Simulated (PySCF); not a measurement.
PBE on H- (hydrogen, charge -1), 1s2, closed-shell 1S. All numbers are calculated (PySCF 2.14, the non-relativistic Hamiltonian (point nucleus), in def2-QZVPPD).

```
cycle= 1 E= -0.510444540320274  delta_E= -0.000661  |g|= 0.00178  |ddm|= 0.0948
cycle= 2 E= -0.510447698077  delta_E= -3.16e-06  |g|= 0.0011  |ddm|= 0.017
cycle= 3 E= -0.510449110126216  delta_E= -1.41e-06  |g|= 0.000288  |ddm|= 0.0055
cycle= 4 E= -0.510449239844417  delta_E= -1.3e-07  |g|= 3.57e-06  |ddm|= 0.00151
cycle= 5 E= -0.510449239857513  delta_E= -1.31e-11  |g|= 8.08e-09  |ddm|= 7.06e-06
converged SCF energy = -0.510449239857513  <S^2> = -3.5527137e-15  2S+1 = 1
```

Highest occupied orbital energy: 3.014 eV; ⟨L²⟩ = 0.00; populations by l: s 2.00, p 0.00, d 0.00, f 0.00.

(1) Can this result be used?

Results:

(1) With care. The calculation finished and met its thresholds. At PBE the highest occupied level has a positive energy, so only the finite basis holds that electron; in a semilocal or global hybrid functional this comes from self-interaction and does not mean that the real anion is unbound.
